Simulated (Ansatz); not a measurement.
Cost and result up the ladder for `CC(C)(C)OS(=O)(=O)CC(F)(F)C(F)F` (27 atoms). Total charge 0; singlet. Geometry: r2SCAN-D4/def2-SVP.

Ansatz on 4 threads of Intel Xeon on a shared host. Times are rough, and most runs start from the orbitals of an earlier one. PBE0-D4/def2-TZVP serves as the yardstick here, not as an exact answer. Differences are given only for rows in sets of like size (and for xTB, whose basis is part of the method), since another set adds its own error. Binding counts from free atoms at the same level (C triplet, O triplet, S triplet, F doublet, H doublet; other spins of the atoms weren't run), without zero-point energy or a counterpoise term.

B3LYP takes the VWN-RPA correlation. Correlated methods freeze 19 core orbitals. The rows differ in basis, and correlated rows in double-zeta sets carry the largest basis error.

Correlated methods converge slowly with the basis, most of all in double-zeta sets.

```
                          level  functions  binding energy per atom (eV)  difference from PBE0-D4/def2-TZVP (eV)
 PBE-D4/def2-TZVP (with forces)        543                          4.31                                    0.13
            r2SCAN-D4/def2-TZVP        543                          4.19                                    0.01
                PBE-D4/def2-SVP        274                          4.33                                       –
PBE0-D4/def2-TZVP (with forces)        543                          4.18                                    0.00
                 B3LYP-D4/6-31G        163                          3.70                                       –
                       HF/6-31G        163                          2.29                                       –
                   MP2/def2-SVP        274                          4.00                                       –
               PBE0-D4/def2-SVP        274                          4.19                                       –
```

(1) Estimate how long each takes.

Answers

(1) HF/6-31G 2.7 s; B3LYP-D4/6-31G 4.7 s; PBE-D4/def2-SVP 4.7 s; PBE0-D4/def2-SVP 9 s; MP2/def2-SVP 9.5 s; PBE-D4/def2-TZVP (with forces) 14 s; r2SCAN-D4/def2-TZVP 18 s; PBE0-D4/def2-TZVP (with forces) 37 s. On shared hardware such times vary by a factor of up to 3.
